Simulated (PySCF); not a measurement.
# Löwdin shares of the frontier orbitals

Species: C6H3NO2.
Bonds: N1–C2 (triple), C2–C3, C3–C4, C4–C5 (double), C5–C6, C6–O7 (double), C6–O8, O8–C9, C3–C9 (double). Hydrogens: H10 on C4; H11 on C5; H12 on C9.

Method: PySCF 2.14.0, density-fitted response routines, TDDFT PBE0/def2-SVPD, vertical, gas phase, core orbitals frozen in the response. Isolated species at its GFN2-xTB geometry, gas phase.

Kohn–Sham orbitals with the atoms that hold most of them (Löwdin shares over 4%, at most four atoms; ? is withheld):

```
orbital  ε (eV)                            atoms
 HOMO-3  -10.30            N1 44%, C2 34%, C3 6%
 HOMO-2   -9.94   N1 24%, C4 22%, C2 17%, C5 15%
 HOMO-1   -8.90                                ?
   HOMO   -7.81   O7 17%, C3 17%, C5 16%, C9 15%
   LUMO       ?                                ?
 LUMO+1   -1.59   C6 15%, O7 15%, C3 13%, N1 12%
 LUMO+2    0.19  C2 18%, C4 14%, C9 12%, H10 10%
```

Task: Which atoms hold the HOMO-1, and with what shares?

Result: O7 (bonded to C) 68%; C6 (bonded to C and 2 O) 11%; O8 (bonded to 2 C) 8%; C5 (bonded to 2 C and H) 6%. By element: oxygen 77%, carbon 17% or more.

Task: Give the leading atoms of the LUMO.

Result: C9 (bonded to C, O and H) 21%; C4 (bonded to 2 C and H) 19%; C5 (bonded to 2 C and H) 17%; O8 (bonded to 2 C) 13%. By element: carbon 57% or more, oxygen 13% or more.

Task: What is the LUMO energy, and the HOMO–LUMO gap?

Result: ε(LUMO) = -2.69 eV; the gap is 5.12 eV (0.1882 hartree).

Task: How does S1 compare with the orbital gap of 5.12 eV?

Result: S1 is at 4.44 eV (f = 0.077), 0.68 eV below the gap, made of HOMO→LUMO (97%). Without the coupling terms of the response equations the lowest excitation would equal the gap.

Task: Give energy, strength and leading configuration of S1, S2, S3, S4 and S6, and follow the Löwdin shares of the leading atoms from the occupied to the empty orbital.

Result: 
- S1 (4.44 eV, f 0.077), HOMO→LUMO (97%): O7 17% → at most 14%, C3 17% → at most 14%, C9 15% → 21%, C4 at most 15% → 19%
- S2 (4.69 eV, f 0.0001), HOMO-1→LUMO (90%): O7 68% → at most 14%, C6 11% → at most 14%, C9 at most 7% → 21%, C4 at most 7% → 19%
- S3 (5.54 eV, f 0.206), HOMO→LUMO+1 (81%): O7 17% → 15%, C3 17% → 13%, C6 at most 15% → 15%
- S4 (5.69 eV, f 0.0003), HOMO-1→LUMO+1 (85%): O7 68% → 15%, C6 11% → 15%
- S6 (6.54 eV, f 0.393), HOMO-2→LUMO (75%): N1 24% → at most 14%, C4 22% → 19%, C9 at most 16% → 21%

Hardware: one thread of an Arm Neoverse V1, shared host with 32 logical CPUs at a one-minute load of 24. Cost: 32 s of wall time, 0.85 GiB resident at most.
